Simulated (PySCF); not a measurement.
# Bond length, frequency and bond energy of KCa⁺ by level of theory

State: ¹Σ⁺ (singlet), closed shell. Set-up: basis K 3-21G, Ca 3-21G; no relativity; PySCF 2.14. De refers to K⁺ + Ca in their ground configurations, without counterpoise correction. A positive dipole points towards Ca; it is taken about the centre of mass and depends on that origin.

| Level | Re (Å) | ωe (cm⁻¹) | De (eV) | μ (D) | CPU s a point (SCF and correlation, without the integrals) |
| --- | --- | --- | --- | --- | --- |
| RHF-MP2 | 4.436 | 76.1 | 0.375 | n/a | 0.034 |
| RHF-SCS-MP2 | 4.443 | 75.6 | 0.368 | n/a | n/a |
| RHF-CCSD | 4.476 | 73.7 | 0.322 | n/a | n/a |
| RHF-CCSD(T) | 4.475 | 73.8 | 0.322 | n/a | 0.26 |
| PBE | 4.198 | 85.0 | 0.53 | -3.40 | 0.31 |
| PBEsol | 4.187 | 84.6 | 0.52 | -3.50 | 0.26 |
| r²SCAN | 4.296 | 81.7 | 0.439 | -3.99 | 0.45 |
| M06-L | 4.468 | 71.5 | 0.383 | -5.58 | 0.5 |
| B3LYP | 4.213 | 83.0 | 0.481 | -3.73 | 0.37 |
| PBE0 | 4.211 | 85.8 | 0.50 | -3.51 | 0.6 |
| HSE06 | 4.214 | 85.1 | 0.50 | -3.55 | 0.59 |

Q: Which functional lies closest to RHF-CCSD(T) in De, which farthest, and by how much do they differ from it?

A: Closest is M06-L (-0.7 pm in Re, -3.1 % in ωe, +0.06 eV in De against RHF-CCSD(T) in the same basis), farthest PBE (-27.7 pm in Re, +15.2 % in ωe, +0.21 eV in De). CCSD(T) converges more slowly with the basis than the functionals do and binds too weakly in this one, so the order can change at the basis-set limit.

Q: What does the step from GGA to meta-GGA do here, going from PBE to r²SCAN?

A: r²SCAN less PBE: +9.8 pm in Re, -3.9 % in ωe, -0.09 eV in De. 

Q: What does the triples do here, going from RHF-CCSD to RHF-CCSD(T)?

A: RHF-CCSD(T) less RHF-CCSD: -0.1 pm in Re, +0.1 % in ωe, +0.00 eV in De. The bond length hardly moves.

Correlated steps freeze 10 core orbitals. Closed-shell solutions of metal pairs were not tested for spin polarisation, which can lower them a little. For an ion De counts to the pair picked by the measured ionisation energies or electron affinities, which need not be the lowest pair at this level. 3-21G is very small, so such numbers show the basis as much as the molecule.

The whole job (state search and all levels along the bond) took about 0.82 min on 1 thread of Intel Xeon Platinum 8488C (shared host), peak memory 0.39 GiB.
